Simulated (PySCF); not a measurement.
Cd(NH2)(SeH) (CdH3NSe), SMILES [NH2][Cd][SeH].

Geometry: PBE-D3(BJ)/def2-SVP. The structure was generated by enumeration; whether it is a known compound was not checked. The def2 effective core potentials stand for the cores of Cd; spin–orbit coupling is left out. Other conformers were not sampled.

Computed with PySCF with PBE-D3(BJ)/def2-SVP.

Frequencies are harmonic and unscaled.

Computed normal modes with their intensities:
| mode | ν (cm⁻¹) | IR (km/mol) | moving atoms (share of kinetic energy) |
|---|---|---|---|
| 1 | 99 | 2.7 | N 49 %, Cd 29 %, H 14 %, Se 8 % |
| 2 | 101 | 0.0 | N 42 %, Cd 28 %, H 23 % |
| 3 | 166 | 6.5 | H 97 % |
| 4 | 230 | 3.7 | Se 61 %, Cd 30 % |
| 5 | 509 | 103.1 | N 66 %, H 25 %, Cd 9 % |
| 6 | 564 | 4.2 | H 98 % |
| 7 | 598 | 33.9 | H 68 %, N 26 % |
| 8 | 766 | 10.1 | H 92 % |
| 9 | 1483 | 4.7 | H 92 %, N 8 % |
| 10 | 2349 | 13.0 | H 99 % |
| 11 | 3393 | 8.6 | H 96 % |
| 12 | 3490 | 3.6 | H 92 %, N 8 % |
